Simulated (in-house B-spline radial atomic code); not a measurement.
Configurations of the carbon ion C²⁺, with energies counted from [He] 2s2. Method: scalar-relativistic (X2C) HSE06, spin-polarised, spherical fractional occupations, Fermi nucleus of rms radius 2.4702 fm. Calculated with a B-spline radial code for spherical atoms. Caution: exact exchange at fractional occupations of open shells leaves self-interaction of up to several eV. Shells without spins written out take the highest spin.

| configuration | E - E(ref) (eV) | highest orbital | its <r> (bohr) |
| --- | --- | --- | --- |
| [He] 2s1 2p1 | 6.9212 | 2p up | 1.329 |
| [He] 2s(1 up, 0 down) 3s(0 up, 1 down) | 28.88 | 3s down | 3.441 |
| [He] 2s(1 up, 0 down) 3d(1 up, 0 down) | 32.809 | 3d up | 3.282 |

Q: Order these further configurations by energy, lowest first.
A. [He] 2s(1 up, 0 down) 2p(0 up, 1 down)
B. [He] 2s1 3s1
C. [He] 2s(1 up, 0 down) 3p(1 up, 0 down)

A: A (9.6759 eV), B (28.558 eV), C (31.061 eV).
